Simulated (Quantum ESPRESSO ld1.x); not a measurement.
The numbers below are computed, except where a source is named.
Species: the lead ion Pb4+. Configuration: [Xe] 4f14 5d10.

Code: ld1.x of Quantum ESPRESSO 7.5. Model: scalar-relativistic Kohn-Sham, PBE, spin-unpolarised, spherical densities, point nucleus.

Energy parts (eV):
total: -568130.6
kinetic: 642386.7
electron-nucleus: -1415507.2
Hartree: 215473.2
exchange-correlation: -10483.3

Orbitals (lengths in bohr, moments of r in powers of bohr; r(max) is where P^2 peaks):
\begin{tabular}{lrrrrr}
orbital & occ. & eigenvalue (eV) & r(max) & <1/r> & <r^2> \\ \hline
1s & 2 & -88180.5 & 0.0098 & 101.5 & 0.0003570 \\
2s & 2 & -15805.9 & 0.057 & 23.81 & 0.005417 \\
2p & 6 & -13560.8 & 0.048 & 20.91 & 0.004618 \\
3s & 2 & -3825.80 & 0.162 & 8.824 & 0.03484 \\
3p & 6 & -3182.21 & 0.162 & 7.979 & 0.03612 \\
3d & 10 & -2526.59 & 0.131 & 7.488 & 0.02993 \\
4s & 2 & -898.294 & 0.362 & 3.800 & 0.1665 \\
4p & 6 & -687.424 & 0.383 & 3.414 & 0.1909 \\
4d & 10 & -443.567 & 0.390 & 3.070 & 0.2143 \\
5s & 2 & -185.451 & 0.788 & 1.598 & 0.8150 \\
4f & 14 & -174.350 & 0.351 & 2.676 & 0.2465 \\
5p & 6 & -127.057 & 0.881 & 1.368 & 1.070 \\
5d & 10 & -61.6685 & 1.07 & 1.035 & 1.821 \\
\end{tabular}

The highest occupied level is 5d at -61.668 eV. The density falls to 0.001 e/bohr^3 at r = 3.00 bohr. For comparison, the ionisation energy in NIST's Atomic Spectra Database is 68.8 eV (semi-empirical). In exact Kohn-Sham theory the highest level is minus the ionisation energy, but local and semilocal functionals leave it too shallow, through self-interaction and a potential that decays too fast; potentials with the right tail come closer.

Beside tabulated values, note that scalar-relativistic runs lack spin-orbit coupling.
